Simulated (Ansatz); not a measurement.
Cost and result for the atomization energy of `[OH][GeH][GeH3]` radical (8 atoms, 7 bonds).

| atom | x (Å) | y (Å) | z (Å) |
| --- | --- | --- | --- |
| O1 | -1.2082 | 1.3154 | 1.0910 |
| Ge2 | -0.3988 | -0.2848 | 1.0810 |
| Ge3 | 0.3995 | -0.5721 | -1.2063 |
| H4 | -1.2168 | 1.7175 | 1.9632 |
| H5 | 0.7421 | -0.2229 | 2.1462 |
| H6 | 1.1125 | -1.9307 | -1.3035 |
| H7 | 1.3754 | 0.5458 | -1.6149 |
| H8 | -0.8058 | -0.5681 | -2.1566 |

Total charge 0; spin multiplicity 2. Correlated methods include outer-core shells of Ge, which these sets cover unevenly. Scalar relativity is left out up to krypton. All single points use the PBE0-D4/def2-TZVP geometry. It is one conformer, not always the lowest. Program: Ansatz. All runs use 4 threads of a server CPU on a shared host. Times are those of one run each, without the atoms' runs, and a repeat can differ threefold. Electronic energies, without spin–orbit coupling; frozen cores. CCSD(T)/CBS adds CCSD(T) − MP2 in def2-TZVPP to the MP2 limit, and its time is that of the two runs behind it. T1 = 0.014; ⟨S²⟩ of the reference is 0.76. With those shells the extrapolation isn't a true limit. B3LYP takes the VWN-RPA correlation (the form of Gaussian; ORCA's B3LYP/G). HSE06 is the plane-wave form, built on full-range PBE exchange.

CCSD(T)/CBS is a level of theory with its own doubt, some kJ/mol a heavy atom from the limit and from the frozen cores, so smaller differences don't rank the functionals.

```json
{"level": "LDA (SPW92)/def2-TZVPP", "functions": "197", "wall time": "2.1 s", "atomization (kJ/mol)": "2514.8", "difference from CCSD(T)/CBS": "315.2", "per bond": "45.0"}
{"level": "revPBE-D4/def2-TZVPP", "functions": "197", "wall time": "4.3 s", "atomization (kJ/mol)": "2137.4", "difference from CCSD(T)/CBS": "-62.2", "per bond": "-8.9"}
{"level": "BLYP-D4/def2-TZVPP", "functions": "197", "wall time": "4.4 s", "atomization (kJ/mol)": "2169.1", "difference from CCSD(T)/CBS": "-30.5", "per bond": "-4.4"}
{"level": "HSE06-D4/def2-TZVPP", "functions": "197", "wall time": "8 s", "atomization (kJ/mol)": "2155.4", "difference from CCSD(T)/CBS": "-44.2", "per bond": "-6.3"}
{"level": "CAM-B3LYP-D4/def2-TZVPP", "functions": "197", "wall time": "8 s", "atomization (kJ/mol)": "2189.8", "difference from CCSD(T)/CBS": "-9.8", "per bond": "-1.4"}
{"level": "B3LYP-D4/def2-TZVPP (with forces)", "functions": "197", "wall time": "8.5 s", "atomization (kJ/mol)": "2175.5", "difference from CCSD(T)/CBS": "-24.1", "per bond": "-3.4"}
{"level": "PBE-QIDH/def2-TZVPP", "functions": "197", "wall time": "11 s", "atomization (kJ/mol)": "2155.8", "difference from CCSD(T)/CBS": "-43.8", "per bond": "-6.3"}
{"level": "r2SCAN-D4/def2-TZVPP (with forces)", "functions": "197", "wall time": "11 s", "atomization (kJ/mol)": "2205.0", "difference from CCSD(T)/CBS": "5.4", "per bond": "0.8"}
{"level": "r2SCANh-D4/def2-TZVPP", "functions": "197", "wall time": "13 s", "atomization (kJ/mol)": "2187.7", "difference from CCSD(T)/CBS": "-11.9", "per bond": "-1.7"}
{"level": "CCSD(T)/def2-SVP", "functions": "103", "wall time": "32 s", "atomization (kJ/mol)": "2022.3", "difference from CCSD(T)/CBS": "-177.3", "per bond": "-25.3"}
{"level": "MP2/def2-QZVPP", "functions": "385", "wall time": "45 s", "atomization (kJ/mol)": "2175.7", "difference from CCSD(T)/CBS": "-23.9", "per bond": "-3.4"}
{"level": "CCSD(T)/def2-TZVPP", "functions": "197", "wall time": "9.9 min", "atomization (kJ/mol)": "2157.2", "difference from CCSD(T)/CBS": "-42.4", "per bond": "-6.1"}
{"level": "CCSD(T)/CBS(def2)", "functions": "–", "wall time": "11 min", "atomization (kJ/mol)": "2199.6", "difference from CCSD(T)/CBS": "0.0", "per bond": "0.0"}
```

From PBE to PBE0 (25 % exact exchange), in def2-TZVPP and without D4, the atomization energy moves by −34.0 kJ/mol: exact exchange takes away binding that semilocal exchange gives to molecules. At CCSD(T), def2-SVP lies −177.3 kJ/mol from the extrapolated value and def2-TZVPP −42.4 kJ/mol: correlation converges slowly with the basis, and small sets miss more of it in the bonded molecule than in its fragments. The D4 term adds +23.3 kJ/mol with B3LYP and +12.1 kJ/mol with PBE0; it sums over pairs of atoms, weighted by their polarisabilities, and B3LYP, whose exchange is more repulsive, gets the larger term.
